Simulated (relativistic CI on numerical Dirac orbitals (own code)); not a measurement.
Method of calculation: Dirac-Coulomb-Breit CI, KLI orbitals optimised for each configuration, model QED (radiative potential, 1s self-energy scaled to tabulated hydrogen-like ionisation energies), unscaled Slater integrals (own radial code, finite nucleus).

Configuration list (outside the closed core 1s2): 2s2 2p2, 2s 2p3, 2p4, 2s2 2p 3s, 2p3 3s, 2p3 3p, 2s2 2p 3p, 2p3 3d, 2s2 2p 3d, 2s 2p2 3s, 2s 2p2 3p, 2s 2p2 3d, 2s2 2p 4s, 2s2 2p 4p, 2s2 2p 4d, 2s2 2p 4f, 2s2 3s2, 2s2 3s 3p, 2s 2p2 4s, 2s2 3s 3d, 2s2 2p 5s, 2s2 3p2, 2s2 2p 5p, 2s 2p2 4p, 2s2 2p 5d, 2s2 2p 5f, 2s2 2p 5g, 2s 2p2 4d, 2s 2p2 4f, 2s2 3p 3d, 2s 2p 3s2, 2s2 3d2, 2s 2p 3s 3p, 2s 2p 3s 3d, 2s 2p 3p2, 2s 2p 3p 3d. Levels of other configurations are missing.

At this charge energies of transitions that change n are usually good to better than 1 %, and those within a shell (Δn = 0) to a few per cent.

Outline of the computed level scheme of Bi LXXVIII. Lowest level of each configuration: 2s2 2p2 3P_0 at 0.0 eV; 2s 2p3 3P°_2 at 2791.6 eV; 2p4 3P_2 at 5732.4 eV; 2s2 2p 3s 3P°_0 at 13702.2 eV; 2s2 2p 3p 3D_1 at 13808.8 eV; 2s 2p2 3s 5P_1 at 14043.7 eV; 2s 2p2 3p 3P°_1 at 14160.8 eV; 2s2 2p 3d 3F°_2 at 14625.6 eV; 2s 2p2 3d 3D_1 at 14969.5 eV.

Some strong electric-dipole decays among the lowest 45 levels: 2s2 2p 3d 3D°_1 → 2s2 2p2 3P_0 (3.3e+15 s⁻¹); 2s 2p2 3d 3D_3 → 2s 2p3 3P°_2 (2.5e+15 s⁻¹); 2s2 2p 3d 3F°_3 → 2s2 2p2 1D_2 (2.5e+15 s⁻¹); 2s 2p2 3d 3D_2 → 2s 2p3 1P°_1 (2.2e+15 s⁻¹); 2s2 2p 3d 3P°_2 → 2s2 2p2 3P_1 (2.2e+15 s⁻¹); 2s 2p2 3p 3P°_1 → 2s2 2p2 3P_0 (8.9e+14 s⁻¹); 2s 2p2 3p 3D°_1 → 2s2 2p2 3P_0 (8.2e+14 s⁻¹); 2s2 2p 3s 3P°_0 → 2s2 2p2 3P_1 (4.3e+14 s⁻¹).

LS names give the leading component of a level, which can be under half, so a name can repeat, a term be missing and a line seem to break the LS rules.
